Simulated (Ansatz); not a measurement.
Si₂O₂⁺. The state is a quartet with charge 1. Geometry PBE0-D4/def2-TZVP; atoms count from 1.

```xyz
4

Si    0.7005    0.9441   -0.0227
Si   -0.7011   -0.9437    0.0219
O    -0.6709    0.5176    0.8260
O     0.6715   -0.5181   -0.8252
```

At PBE0-D4/def2-TZVP a doublet of charge 1 lies 3.45 eV below the quartet, each at its own geometry. The structure comes from a short search, and lower isomers may exist.

**Question.** Estimate the Mulliken populations from the PBE0/def2-TZVP orbitals of Ansatz.

**Answer.** 
| atom | charge (e) | spin (α − β) |
| --- | --- | --- |
| Si1 | 0.77 | 1.42 |
| Si2 | 0.77 | 1.42 |
| O3 | -0.27 | 0.08 |
| O4 | -0.27 | 0.08 |
Mulliken values and Mayer orders depend strongly on the basis.

**Question.** Where does the spin sit?

**Answer.** Summed by element: Si 2.84, O 0.16, of 3 unpaired in all. Largest on single atoms: Si1 1.42, Si2 1.42, O4 0.08.

**Question.** And the Mayer bond orders between bonded heavy atoms (over 0.3)?

**Answer.** Si1–Si2 0.53 (2.35 Å); Si1–O3 1.17 (1.67 Å); Si1–O4 1.17 (1.67 Å); Si2–O3 1.17 (1.67 Å); Si2–O4 1.17 (1.67 Å).
